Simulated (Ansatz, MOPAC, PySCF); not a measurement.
Pair of molecules: SiH4 (SMILES [SiH4]) (first 5 atoms) with H2S (SMILES S); geometry from B3LYP-D3(BJ)/def2-TZVP, rigid monomers moved along the line of their centres of mass till Si1···S6 is 3.39 Å.
(charge 0, multiplicity 1):
```xyz
8

Si     0.0302    -0.0436    -0.2875
H     -0.7053     1.1278     0.2390
H     -0.1105    -0.0712    -1.7635
H     -0.5450    -1.2861     0.2725
H      1.4622     0.0588     0.0632
S      0.1874     0.0477     3.0967
H     -0.3325     1.2781     2.9623
H     -1.0164    -0.5372     2.9918
```

Counterpoise-corrected where a basis set is named; no monomer relaxation. Rows marked so take none.

Cores are frozen in the correlated methods. CBS: X⁻³ extrapolation of the correlation energy, Hartree–Fock from the larger set. Rows in 6-311+G**, 6-31G*, LANL2DZ, STO-3G carry no dispersion term and start afresh at each structure (6-31G* with six Cartesian d functions). MP2/6-31G* freezes PySCF's default core. LANL2DZ brings its own core potentials from Na on. The state that PM3 reach isn't checked.

The values were computed with Ansatz (a quantum-chemistry and plane-wave program); MOPAC for PM3 (differences of heats of formation); PySCF for 6-311+G** rows, 6-31G* rows, LANL2DZ rows, STO-3G rows, the dispersion terms. Values without a source in brackets are computed.

Other levels give for the interaction energy: PBE/def2-TZVPPD 2.1; B3LYP/def2-TZVPPD 8.0; B3LYP-D3(BJ)/def2-TZVPPD -2.3; wB97M-V/def2-TZVPPD -2.2; CCSD(T)/CBS(aug-cc-pV(D+d)Z, aug-cc-pV(T+d)Z) -1.6 kJ/mol.

Common cheap choices:

```
level                              interaction energy (kJ/mol)  less -1.6 (CCSD(T)/CBS(aug-cc-pV(D+d)Z, aug-cc-pV(T+d)Z))
---------------------------------  ---------------------------  ---------------------------------------------------------
PM3                                                        5.7                                                        7.3
HF/STO-3G (no counterpoise)                                7.1                                                        8.7
HF/6-31G*                                                 12.9                                                       14.5
B3LYP/6-31G*                                               9.2                                                       10.8
B3LYP/6-31G* (no counterpoise)                             6.9                                                        8.5
B3LYP/6-311+G** (no counterpoise)                          8.3                                                        9.9
B3LYP/LANL2DZ (no counterpoise)                           10.0                                                       11.6
MP2/6-31G*                                                 9.7                                                       11.3
```
